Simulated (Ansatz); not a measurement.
# What each rung costs, and what it gives

Saddle point of BNH6O3, singlet (BH₃O₃ ([OH][B]([OH])[OH]) + NH₃ → BNH₄O₂ ([NH2][B]([OH])[OH]) + H₂O; bonds formed: O2–H5; dative contacts that become bonds: B1–N6; bonds broken: B1–O2, H5–N6), PBE0-D4/def2-TZVP structure:

B1  (-0.343, -0.077, -0.177)
O2  (1.151, 0.455, -0.759)
O3  (-0.691, -1.256, -0.854)
O4  (-1.277, 0.968, -0.202)
H5  (1.236, 0.311, 0.405)
N6  (0.325, -0.197, 1.242)
H7  (1.084, 1.379, -1.016)
H8  (0.064, -1.688, -1.255)
H9  (-1.890, 0.843, -0.929)
H10  (-0.089, 0.398, 1.945)
H11  (0.432, -1.135, 1.601)
(Å)

Barriers are electronic and count from the start structure reached by relaxing down the imaginary mode.

Computed with Ansatz 0.2.0 (basis: as named in each row); correlated methods freeze the cores. B3LYP uses VWN-RPA correlation. Extrapolation: Hartree–Fock as exp(−7.88 √X), correlation as X^−2.97.

Times are rough, for one single point on 4 threads of a shared host (Arm Neoverse V1).

The estimate by CCSD(T) at an estimated basis limit (MP2 extrapolated from triple and quadruple zeta, plus CCSD(T) − MP2 in triple zeta) is 1.318 eV.

```tsv
method	basis	time (s)	barrier (eV)	method less estimate
HF	STO-3G	under 1	1.083	-0.235
PBE-D4	STO-3G	under 1	-0.236	-1.554
SPW92	def2-SVP	under 1	0.735	-0.583
B3LYP-D4	6-31G	under 1	1.136	-0.182
PBE-D4	def2-SVP	under 1	0.902	-0.416
PBE0-D4	def2-SVP	under 1	1.069	-0.250
SPW92	def2-TZVPP	1	0.888	-0.430
PBE-D4	def2-TZVPP	2	1.042	-0.276
BLYP-D4	def2-TZVPP	2	1.144	-0.175
B3LYP-D4	def2-TZVPP	2	1.240	-0.078
BHLYP-D4	def2-TZVPP	2	1.403	0.084
PBE0-D4	def2-TZVPP	2	1.177	-0.142
CAM-B3LYP-D4	def2-TZVPP	3	1.254	-0.064
wB97M-V	def2-SVP	3	1.112	-0.206
r2SCAN-D4	def2-TZVPP	4	1.161	-0.157
r2SCAN0-D4	def2-TZVPP	4	1.249	-0.069
B2PLYP	def2-TZVPP	5	1.270	-0.048
PBE-QIDH	def2-TZVPP	5	1.267	-0.051
RPA on PBE	def2-TZVPP	6	1.278	-0.040
CCSD(T)	def2-SVP	6	1.266	-0.052
wB97X-V	def2-TZVPP	6	1.261	-0.057
B97M-V	def2-TZVPP	8	1.312	-0.006
wB97M-V	def2-TZVPP	8	1.244	-0.074
MP2	def2-QZVPP	22	1.263	-0.055
CCSD(T)	def2-TZVPP	170	1.305	-0.014
```

All methods are single points on the PBE0-D4 structures; a negative value means that the method puts the saddle structure below the start.

No T1 diagnostic of these runs exceeds 0.012.

Labels in which every atom is bracketed show which atoms are joined, not bond orders.
